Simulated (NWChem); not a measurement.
Species: SiNH3OClF; SMILES [Si@](N)(F)(O)Cl

```xyz
8

N     -1.0047    -1.1857     1.0001
Si     0.0382    -0.3156    -0.0234
O      1.6123    -0.6065     0.3267
F     -0.3469    -0.7788    -1.5201
Cl    -0.1404     1.7244     0.0122
H     -0.9506    -1.0628     2.0049
H     -1.9588    -1.3565     0.7016
H      1.8392    -1.5345     0.4472
```
Atoms are numbered in this order, from 1.

Level: PBE0/def2-SVP (NWChem), optimised geometry, unscaled harmonic frequencies. 

### Question
List the harmonic frequencies with IR intensities, and the thermochemistry.

### Answer
```csv
frequency (cm⁻¹),IR intensity (km/mol)
165,4.5
193,16.8
227,30.4
277,7.4
319,18.7
333,26.2
384,108.6
445,180.2
560,163.9
794,107.4
812,9.6
873,221.5
955,178.8
1007,192.1
1540,69.8
3616,50.4
3716,55.2
3921,119.8
```

zero-point energy: 28.8 kcal/mol
thermal correction to the enthalpy at 298.15 K (with zero-point energy): 33.7 kcal/mol
heat capacity Cv: 23.1 cal/(mol K)
entropy at 298.15 K and 1 atm (symmetry number 1): 81.0 cal/(mol K)
dipole moment: 3.36 D

Rigid rotor and harmonic oscillator.
